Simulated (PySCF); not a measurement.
## Electronic structure of Os⁶²⁺ (osmium, charge +62) at the UHF level

Configuration: [Ne] 3s2 3p2, high-spin 3P determinant. Computed with PySCF 2.14 in an uncontracted even-tempered set (16 s from 17 bohr⁻², ratio 2.5; 10 p from 23 bohr⁻², ratio 2.5; 4 d from 87 bohr⁻², ratio 2.7; 4 f from 130 bohr⁻², ratio 2.7), with the non-relativistic Hamiltonian (point nucleus).

| Item | Value |
| --- | --- |
| Total energy | -11895.676981 hartree |
| One-electron energy | -12803.8976 hartree |
| Hartree (Coulomb) energy | 1053.5817 hartree |
| Exchange energy | -145.3610 hartree |
| Kinetic energy | 11896.83767 hartree |
| ⟨S²⟩ | 2.0005 |
| ⟨L²⟩ | 2.002 |
| Sum of ⟨r⟩ | 1.386 bohr |
| Sum of ⟨r²⟩ | 0.2186 bohr² |
| Traceless quadrupole moment −½Σ⟨3z² − r²⟩ along its main axis | 0.0157 e·bohr² |
| Density at the nucleus (Gaussians lack the cusp) | 312000 bohr⁻³ |
| Spin density at the nucleus | 5.79 bohr⁻³ |

| shell | electrons | mean orbital energy (eV) | spread (eV) | rms radius, mean of both spins (bohr) |
| --- | --- | --- | --- | --- |
| 1s α | 1 | -72998.6 | 0 | 0.0230 |
| 1s β | 1 | -72983.4 | 0 | 0.0230 |
| 2s α | 1 | -16149.1 | 0 | 0.0895 |
| 2s β | 1 | -16139.2 | 0 | 0.0895 |
| 2p α | 3 | -15733.0 | 7.667 | 0.0769 |
| 2p β | 3 | -15715.5 | 10.929 | 0.0769 |
| 3s α | 1 | -6682.8 | 0 | 0.209 |
| 3s β | 1 | -6628.6 | 0 | 0.209 |
| 3p α | 2 | -6528.4 | 0 | 0.198 |

A non-relativistic calculation at this Z misses sizeable relativistic shifts. Spin-orbit coupling is strong in this species (close to jj coupling), so the high-spin LS determinant is a model state, not a physical level.

Spin-orbit constants ζ (cm⁻¹) from the X2C one-electron operator on these orbitals (non-relativistic here): bare nucleus, nucleus screened by l(l+1)(2l+1)/3 electrons, and screened by the Breit-Pauli mean field of the electrons.

```json
{"shell": "2p", "bare": "5741000", "screened nucleus": "5590000", "mean field": "5521000"}
{"shell": "3p", "bare": "1442000", "screened nucleus": "1404000", "mean field": "1387000"}
```

To first order the Landé constant is A = 693400 cm⁻¹, so the lowest level has J = 0 and lies 172 eV below the centre of the term. This holds in LS coupling only, and this species is close to jj coupling.
